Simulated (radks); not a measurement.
Results of a calculation; reference values are marked as such.
Problem. The caesium anion Cs-, [Xe] 6s2, held by a Watson sphere: a shell of charge +1 at radius R that stands for the Madelung well of a crystal (potential energy -1/R inside, -1/r outside, in hartree with lengths in bohr). Code: a radial shooting solver on a logarithmic mesh with Libxc functionals. Model: scalar-relativistic Kohn-Sham, LDA (Slater exchange, Perdew-Wang correlation), spin-polarised, spherical densities, point nucleus. Response by self-consistent Sternheimer equations with the Hartree and adiabatic LDA kernel, the relativistic mass of each level held fixed and spin-orbit coupling left out. The sphere does not respond.

R (bohr)  e(5s) (eV)  e(5p) (eV)  e(6s) (eV)  <r> 6s (bohr)  sum of <r^2> (bohr^2)  X-ray form factor at sin(theta)/lambda = 0.3 1/angstrom  alpha (bohr^3)
2.78         -29.420     -16.159      -3.272          4.852                  104.4                                                   37.946           256.7
2.81         -29.356     -16.100      -3.271          4.854                  104.5                                                   37.946           256.9
2.88         -29.211     -15.966      -3.269          4.860                  104.7                                                   37.946           257.6
4.37         -27.235     -14.014      -3.072          5.178                  112.5                                                   37.947           319.7
4.57         -27.087     -13.861      -3.027          5.238                  113.9                                                   37.946           334.3
4.73         -26.981     -13.752      -2.990          5.288                  115.0                                                   37.944           346.8
4.76         -26.962     -13.732      -2.983          5.297                  115.2                                                   37.944           349.2
5.79         -26.481     -13.231      -2.727          5.619                  123.1                                                   37.938           445.0

Estimate the row for R = 3.76 bohr.

Solution. e(5s) (eV) -27.824; e(5p) (eV) -14.616; e(6s) (eV) -3.187; <r> 6s (bohr) 5.010; sum of <r^2> (bohr^2) 108.6; X-ray form factor at sin(theta)/lambda = 0.3 1/angstrom 37.950; alpha (bohr^3) 283.4.
